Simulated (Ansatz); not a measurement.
A made-up structure of MgZnF2, closed shell:

```xyz
4
angstrom
F -1.0250 0.7018 0.2917
Mg -2.4374 1.6610 0.6927
Zn 1.0180 -0.6927 -0.2891
F 2.4444 -1.6701 -0.6953
```

It is relaxed with PBE-D4/def2-SVP and then PBE0-D4/def2-TZVP (Ansatz 0.2.0). Atoms count as bonded within 1.22 times the sum of their covalent radii (H–H: 0.88 Å). The end point is not checked to be a true minimum.

(1) Does its bonding change? (Judge from chemistry; the calculation decides.)

Results:

(1) By the calculation: Yes. Formed: Mg2–Zn3; broken: none.

Where it ends: The first stage lowers the energy by 0.91 eV in 6 steps. It ends as MgZnF₂ ([F][Mg][Zn][F]):
```xyz
4
angstrom
F -1.6399 2.4622 0.6542
Mg -0.6905 1.0371 0.2754
Zn 0.6847 -1.0279 -0.2730
F 1.6458 -2.4715 -0.6566
```

Labels in which every atom is bracketed show which atoms are joined, not bond orders.

For scale, one of the runs: PBE0-D4/def2-TZVP relaxation, 142 basis functions, launched by `ansatz run in.yaml --threads 2 --pin off --events-out ev --progress --plain --max-ram 4352MiB`. Hardware: 2 CPU threads of an Intel Xeon Platinum 8375C, shared host. Wall time about 110 s.
